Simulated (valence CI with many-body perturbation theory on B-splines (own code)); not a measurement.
## Which ion has this spectrum?

A relativistic CI+MBPT calculation for an atom or ion with 7 electrons gives these levels (eV):

```csv
J,Parity,E,g
3/2,odd,0.00,1.45
3/2,odd,88.01,1.39
5/2,odd,103.37,1.19
1/2,odd,123.63,0.65
3/2,odd,211.82,1.26
5/2,even,237.59,1.52
1/2,even,281.76,2.30
3/2,even,282.27,1.34
3/2,even,345.76,1.36
5/2,even,367.56,1.26
1/2,even,390.27,1.51
3/2,even,402.08,1.14
1/2,even,496.11,1.50
3/2,odd,568.44,1.32
```

The energies are calculated, and their last digits are not significant.

(1) Which is it?
A. Nb34+
B. Zr33+
C. Tc36+
D. Mo35+

Answers

(1) A. Nb34+, ground level (2s^2 2p1/2^2 2p3/2) J=3/2.
